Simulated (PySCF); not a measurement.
C3H5O3, SMILES O(C)C(=O)O[CH2], multiplicity 2. Geometry optimised at PBE-D3(BJ)/def2-SVP. The isomer is the one that the SMILES or the coordinates give; other isomers of the formula were not compared.

**Question.** Give the equilibrium geometry at PBE-D3(BJ)/def2-SVP (PySCF confirms it by a frequency run) as a Z-matrix. (An estimate is asked for; the answer gives what the named calculation found.)

**Answer.** 
```
C
O 1 1.2125
O 1 1.3424 2 127.10
O 1 1.3645 2 125.94 3 -179.97
C 4 1.3657 1 117.45 2 -0.93
H 5 1.0945 4 113.79 1 175.53
H 5 1.0973 6 126.99 4 170.25
C 3 1.4314 1 114.44 2 -0.08
H 8 1.1043 3 105.92 1 179.93
H 8 1.1089 9 110.30 3 120.13
H 8 1.1089 9 110.29 10 119.74
```
Charge 0, spin multiplicity 2.
